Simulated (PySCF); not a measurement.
## Magnetisability: `C#C[Si]1(Br)SCCS1`, C4H5BrS2Si

Molfile (atoms numbered from 1):
```
C4H5BrS2Si
     RDKit          3D

 13 13  0  0  0  0  0  0  0  0999 V2000
    3.4868   -0.2714   -0.2153 C   0  0  0  0  0  0  0  0  0  0  0  0
    2.3826    0.1859   -0.3478 C   0  0  0  0  0  0  0  0  0  0  0  0
    0.6893    0.8774   -0.5748 Si  0  0  0  0  0  4  0  0  0  0  0  0
    0.8429    2.7739   -1.7244 Br  0  0  0  0  0  0  0  0  0  0  0  0
   -0.6285   -0.4996   -1.5631 S   0  0  0  0  0  0  0  0  0  0  0  0
   -1.4251   -1.0308   -0.0136 C   0  0  0  0  0  0  0  0  0  0  0  0
   -1.7692    0.1559    0.8566 C   0  0  0  0  0  0  0  0  0  0  0  0
   -0.2794    1.0963    1.3327 S   0  0  0  0  0  0  0  0  0  0  0  0
    4.4539   -0.6677   -0.0939 H   0  0  0  0  0  0  0  0  0  0  0  0
   -2.3302   -1.5649   -0.3036 H   0  0  0  0  0  0  0  0  0  0  0  0
   -0.7503   -1.7177    0.4994 H   0  0  0  0  0  0  0  0  0  0  0  0
   -2.2285   -0.1740    1.7884 H   0  0  0  0  0  0  0  0  0  0  0  0
   -2.4487    0.8371    0.3418 H   0  0  0  0  0  0  0  0  0  0  0  0
  1  2  3  0
  2  3  1  0
  3  4  1  0
  3  5  1  0
  5  6  1  0
  6  7  1  0
  7  8  1  0
  8  3  1  0
  1  9  1  0
  6 10  1  0
  6 11  1  0
  7 12  1  0
  7 13  1  0
M  END
```

Method used: GIAO B3LYP/pcSseg-1 magnetisability, rotational g tensor and spin-rotation constants, non-relativistic, gas phase (PySCF 2.14.0). Geometry: GFN2-xTB.

The calculation is non-relativistic, which matters for the atoms heavier than Zn.

Task: How diamagnetic is it, and how anisotropic?

Result: Isotropic -2030 × 10⁻³⁰ J/T², or -122.3 × 10⁻⁶ cm³/mol; principal values -2098, -2061, -1932 × 10⁻³⁰ J/T², anisotropy 150 × 10⁻³⁰ J/T² (root of half the summed squared differences of the principal values). The susceptibility is in cgs units.

Task: Split it along the inertial axes a, b, c into diamagnetic and paramagnetic parts about the centre of mass, with the quadrupole moment.

Result: 
| axis | χ (10⁻⁶ cm³/mol) | diamagnetic (10⁻⁶ cm³/mol) | paramagnetic (10⁻⁶ cm³/mol) | summed x² of all electrons (Å²) | quadrupole Θ (D Å) |
| --- | --- | --- | --- | --- | --- |
| a | -124.4 | -1193.2 | 1068.8 | 321.1 | +7.06 |
| b | -125.9 | -1852.0 | 1726.1 | 165.8 | +7.29 |
| c | -116.5 | -2065.9 | 1949.4 | 115.4 | -14.34 |

Anisotropies 2χaa − χbb − χcc = -6.3 and 2χbb − χaa − χcc = -11.0 × 10⁻⁶ cm³/mol. Θ is traceless in Buckingham's convention.

Task: And the rotational g tensor?

Result: 
```
axis  rotational constant (GHz)        g  nuclear part  electronic part
   a                     1.0783  -0.0091        0.5323          -0.5414
   b                     0.6347  -0.0050        0.5097          -0.5147
   c                     0.5718  -0.0036        0.5201          -0.5236
```
Asymmetric top; isotopes 79Br, 12C, 1H, 32S, 28Si; no vibrational averaging.
